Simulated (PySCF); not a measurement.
C5H13In. Atoms are numbered in the order given.

```xyz
19

In     0.1130     0.6607     0.1969
C      1.4183     2.3888    -0.1640
H      2.2616     2.1343    -0.8224
H      1.8112     2.7725     0.7909
H      0.8352     3.1975    -0.6343
C     -1.5165     0.8360     1.6596
H     -2.1108    -0.0877     1.7139
H     -2.1801     1.6722     1.3873
H     -1.1018     1.0508     2.6577
C      0.4065    -1.2382    -0.8826
C     -0.5934    -2.3452    -0.5362
C     -0.3531    -3.6464    -1.3066
H      1.4417    -1.5698    -0.6823
H      0.3760    -1.0077    -1.9631
H     -0.5600    -2.5564     0.5480
H     -1.6236    -1.9958    -0.7309
H     -0.4227    -3.4803    -2.3948
H     -1.0867    -4.4247    -1.0379
H      0.6535    -4.0477    -1.1004
```
Charge 0, spin multiplicity 1.

Geometry: B3LYP-D3(BJ)/def2-SVP. The def2 effective core potentials stand for the cores of In; spin–orbit coupling is left out. The values are those of a single conformer.

Calculation: M06-2X/def2-TZVP (PySCF).

ESP charges are fitted to the potential on shells at 1.4 to 2.0 van der Waals radii. Atomic charges (e):

```
atom  ESP fit  Mulliken
----  -------  --------
In1         …      0.93
C2      -0.95     -0.74
H3       0.19      0.15
H4       0.20      0.15
H5       0.20      0.15
C6      -0.79     -0.76
H7       0.13      0.16
H8       0.16      0.15
H9       0.16      0.15
C10     -0.68     -0.67
C11         …     -0.24
C12         …     -0.41
H13         …      0.16
H14         …      0.16
H15     -0.08      0.13
H16     -0.08      0.13
H17      0.13      0.13
H18      0.10      0.14
H19      0.13      0.13
```

**Question.** Some entries are withheld; supply them. (Estimate from the structure and the level; the computed values follow.)

**Answer.** 
- In1, ESP fit: 0.98
- C11, ESP fit: 0.51
- C12, ESP fit: -0.54
- H13, ESP fit: 0.11
- H14, ESP fit: 0.11
